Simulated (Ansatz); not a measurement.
One change: `FBB(F)F` becomes `FB(F)Br`.

Ansatz, PBE0-D4/def2-TZVP geometries, multiplicity 1. Each molecule was computed in one conformer, which needn't be the lowest.

Scalar relativity is left out up to krypton. Spin–orbit coupling is left out; it splits and shifts lone-pair levels of the heavy atoms by tenths of an eV.

```
                                        property  `FBB(F)F`
             LUMO energy (B3LYP/def2-TZVPP) / eV      -1.89
               LUMO energy (PBE/def2-TZVPP) / eV      -2.65
             HOMO–LUMO gap (PBE/def2-TZVPP) / eV       4.69
         HOMO–LUMO gap (ωB97M-V/def2-TZVPP) / eV      11.62
               HOMO energy (PBE/def2-TZVPP) / eV      -7.35
size of the dipole moment (B3LYP/def2-TZVPP) / D       0.87
```

Question: What does the change do to each property? (An estimate is asked.)

Answer: The calculation gave: 
```json
{"property": "LUMO energy (B3LYP/def2-TZVPP) / eV", "`FB(F)Br`": "-0.65", "shift": "1.24"}
{"property": "LUMO energy (PBE/def2-TZVPP) / eV", "`FB(F)Br`": "-1.42", "shift": "1.23"}
{"property": "HOMO–LUMO gap (PBE/def2-TZVPP) / eV", "`FB(F)Br`": "6.27", "shift": "1.58"}
{"property": "HOMO–LUMO gap (ωB97M-V/def2-TZVPP) / eV", "`FB(F)Br`": "13.06", "shift": "1.44"}
{"property": "HOMO energy (PBE/def2-TZVPP) / eV", "`FB(F)Br`": "-7.70", "shift": "-0.35"}
{"property": "size of the dipole moment (B3LYP/def2-TZVPP) / D", "`FB(F)Br`": "0.28", "shift": "-0.59"}
```

With PBE0 the HOMO falls by 0.15 eV and the LUMO rises by 1.24 eV, so the gap widens by about 1.39 eV. PBE moves the HOMO by -0.35 eV and ωB97M-V by -0.11 eV. The zero-point energy changes by -37.7 kJ/mol with -6 modes. Dipoles are sizes alone; their direction can turn.

B3LYP here is the variant with VWN-RPA as its local correlation; programs differ in this.
